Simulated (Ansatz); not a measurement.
Gas-phase electronic energies from Ansatz, PBE0-D4/def2-TZVP geometries. CCSD(T)/CBS is the MP2 limit (def2-TZVPP, def2-QZVPP) plus CCSD(T) − MP2 in def2-TZVPP, frozen cores. Functionals use def2-TZVPP. B3LYP here is the variant with VWN-RPA as its local correlation; programs differ in this. Elements past krypton have def2 core potentials. For I, Sn outer-core shells are correlated without core-valence functions, which leaves a few kJ/mol of doubt a bond. One conformer a species, not always the lowest.

Reaction (formal exchange of groups at the Sn–N bond): `[NH2][SnH]([OH])[CH]=O` + `CC(=O)I` → `O=[CH][SnH]([OH])[I]` + `CC(N)=O`

```json
{"level": "LDA (SPW92)", "ΔE (kcal/mol)": "-38.5", "difference from CCSD(T)/CBS": "-3.4"}
{"level": "r2SCANh-D4", "ΔE (kcal/mol)": "-37.9", "difference from CCSD(T)/CBS": "-2.8"}
{"level": "PBE-QIDH", "ΔE (kcal/mol)": "-38.6", "difference from CCSD(T)/CBS": "-3.5"}
{"level": "PBE", "ΔE (kcal/mol)": "-35.4", "difference from CCSD(T)/CBS": "-0.3"}
{"level": "revPBE", "ΔE (kcal/mol)": "-34.4", "difference from CCSD(T)/CBS": "0.7"}
{"level": "BLYP", "ΔE (kcal/mol)": "-33.4", "difference from CCSD(T)/CBS": "1.7"}
{"level": "PBE0", "ΔE (kcal/mol)": "-38.9", "difference from CCSD(T)/CBS": "-3.8"}
{"level": "B3LYP", "ΔE (kcal/mol)": "-36.7", "difference from CCSD(T)/CBS": "-1.6"}
{"level": "LC-ωPBE", "ΔE (kcal/mol)": "-39.5", "difference from CCSD(T)/CBS": "-4.4"}
{"level": "HF/def2-TZVPP", "ΔE (kcal/mol)": "-44.3", "difference from CCSD(T)/CBS": "-9.2"}
{"level": "MP2/def2-TZVPP", "ΔE (kcal/mol)": "-33.5", "difference from CCSD(T)/CBS": "1.6"}
{"level": "SCS-MP2/def2-TZVPP", "ΔE (kcal/mol)": "-33.2", "difference from CCSD(T)/CBS": "1.9"}
{"level": "CCSD/def2-TZVPP", "ΔE (kcal/mol)": "-35.2", "difference from CCSD(T)/CBS": "-0.1"}
{"level": "CCSD(T)/def2-TZVPP", "ΔE (kcal/mol)": "-33.3", "difference from CCSD(T)/CBS": "1.8"}
{"level": "MP2/def2-QZVPP", "ΔE (kcal/mol)": "-34.5", "difference from CCSD(T)/CBS": "0.6"}
{"level": "MP2/CBS(def2)", "ΔE (kcal/mol)": "-35.3", "difference from CCSD(T)/CBS": "-0.2"}
{"level": "CCSD(T)/CBS", "ΔE (kcal/mol)": "-35.1", "difference from CCSD(T)/CBS": "0"}
```

Largest T1 diagnostic among the species: 0.015.

From PBE to PBE0 (25 % exact exchange), in def2-TZVPP and without D4, ΔE moves by −3.6 kcal/mol. At CCSD(T), def2-SVP lies −4.7 kcal/mol from the extrapolated value and def2-TZVPP +1.8 kcal/mol. Leaving LDA and LC-ωPBE aside and taking each functional with its dispersion term where it has one, the values, not all of them listed here, spread over 7.8 kcal/mol, from BHLYP-D4 to BLYP-D4. LDA lies −3.1 kcal/mol from PBE without D4.
